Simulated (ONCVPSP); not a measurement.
**Cs (Z = 55) ONCV: all-electron and pseudo phase curves**

```
Element                 : Cs (Z = 55)
Generator               : ONCVPSP 4.0.1
Type                    : optimised norm-conserving Vanderbilt (ONCV)
Functional              : PBEsol
Relativity              : scalar-relativistic
Frozen core             : [Kr] 4d10
Valence charge          : 9
Reference configuration : 5s2 5p6 6s1
Partial waves           : 5s+6s: rc 3.45 bohr, ncon 4, nbas 7, qcut 4.4 1/bohr, 2 projectors; 5p: rc 2.45 bohr, ncon 3, nbas 6, qcut 5.9 1/bohr, 2 projectors, debl 2.3 Ha; d scattering state at 0.4 Ha: rc 3.70 bohr, ncon 5, nbas 8, qcut 3.1 1/bohr, 3 projectors, debl 1.6 Ha
Local potential         : polynomial inside 2.35 bohr (lpopt 5, dvloc0 1 Ha)
Core correction         : none
```

In the d channel the program set the typed energies aside and used 0.050, 1.650, 3.250 Ha.

The phase is arctan(r·R′/R) of the radial function R(r), unwrapped; energies in Ha, scanned from -2 to 5 Ha. A pole is an energy at which the radial function vanishes at the test radius. The pseudo phase is shifted by a multiple of π to meet the all-electron one at the reference energy, and phase errors are pseudo minus all-electron; the curves can meet again beyond the range given. Levels narrower than the energy grid can be missing from the lists of poles.

```
channel  radius (bohr)  reference energy (Ha)  poles, all-electron            poles, pseudo  unbroken range about the reference energy with phases within 0.05 rad  phase error 1 Ha above the reference energy (rad)
      s           3.50                  -0.08    -0.95, 1.06, 3.98  -0.95, 0.86, 2.12, 4.97                                                              below 0.9                                             -0.062
      p           2.49                  -0.50           0.10, 4.56               0.10, 4.49                                                        the whole range                                             -0.000
      d           3.76                   0.05     0.29, 1.97, 4.61         0.30, 1.97, 4.63                                                        the whole range                                             +0.001
```

Phases in the d channel:

```tsv
E (Ha)	all-electron	pseudo
-1.98	1.415	1.416
-1.80	1.407	1.407
-1.62	1.396	1.396
-1.44	1.383	1.383
-1.26	1.367	1.367
-1.08	1.346	1.346
-0.90	1.317	1.317
-0.72	1.275	1.275
-0.54	1.205	1.205
-0.36	1.060	1.061
-0.18	0.580	0.580
0.00	-0.908	-0.908
0.18	-1.440	-1.440
0.36	-1.627	-1.627
0.54	-1.780	-1.779
0.72	-2.048	-2.047
0.90	-3.066	-3.062
1.08	-4.190	-4.190
1.26	-4.462	-4.462
1.44	-4.571	-4.571
1.62	-4.633	-4.633
1.80	-4.677	-4.677
1.98	-4.713	-4.713
2.16	-4.748	-4.748
2.34	-4.785	-4.785
2.52	-4.834	-4.834
2.70	-4.914	-4.913
2.88	-5.097	-5.096
3.06	-5.936	-5.934
3.24	-7.318	-7.317
3.42	-7.600	-7.600
3.60	-7.699	-7.698
3.78	-7.750	-7.750
3.96	-7.783	-7.782
4.14	-7.808	-7.806
4.32	-7.827	-7.826
4.50	-7.844	-7.843
4.68	-7.861	-7.858
4.86	-7.877	-7.873
```
